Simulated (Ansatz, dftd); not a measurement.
Reaction: BGeH5 (SMILES [GeH3][BH2]) → BGeH4 (SMILES [BH2][GeH2], doublet) + H (doublet) (the Ge-H bond breaks)
Each species at its own B3LYP-D3(BJ)/def2-TZVP minimum (Ansatz, a quantum-chemistry and plane-wave program).

Quantity: bond dissociation energy (electronic), in kJ/mol. Radicals and triplets start from unrestricted determinants; spin-orbit coupling is neglected. Cores are frozen in correlated methods (noble-gas shells, and filled d and f shells in the p block). No relativity. CBS(X,Y): correlation extrapolated as X^-3, Hartree-Fock from the larger set. A bracket is a step between two methods taken in the basis named. Double hybrids freeze cores in their MP2 part. For partners of very few electrons the exact lower level stands in for a higher one.

```tsv
level	program	bond dissociation energy (kJ/mol)	difference against the last row
PBE-D3(BJ)/def2-TZVPD	Ansatz + dftd3	295.5	-25.1
PBE/def2-TZVPD	Ansatz	294.3	-26.3
PBE0-D3(BJ)/def2-TZVPD	Ansatz + dftd3	302.2	-18.4
CAM-B3LYP-D4/def2-TZVPD	Ansatz + dftd4	319.2	-1.4
wB97X-V/def2-TZVPD	Ansatz	325.7	5.1
B2PLYP-D3(BJ)/def2-TZVPD	Ansatz + dftd3	311.8	-8.8
B2GP-PLYP-D4/def2-TZVPD	Ansatz + dftd4	312.1	-8.5
MP2/cc-pVQZ	Ansatz	309.1	-11.5
MP2/CBS(cc-pVTZ,cc-pVQZ)	Ansatz	311.8	-8.8
CCSD/CBS(cc-pVTZ,cc-pVQZ)	Ansatz	322.2	1.6
CCSD(T)/cc-pVTZ	Ansatz	316.1	-4.5
CCSDT(Q)/cc-pVDZ	Ansatz	307.1	-13.5
CCSDT(Q)/cc-pVTZ	Ansatz	315.8	-4.8
CCSD(T)/CBS(cc-pVTZ,cc-pVQZ) + [CCSDT(Q) - CCSD(T)]/cc-pVTZ	Ansatz	320.6	0.0
```
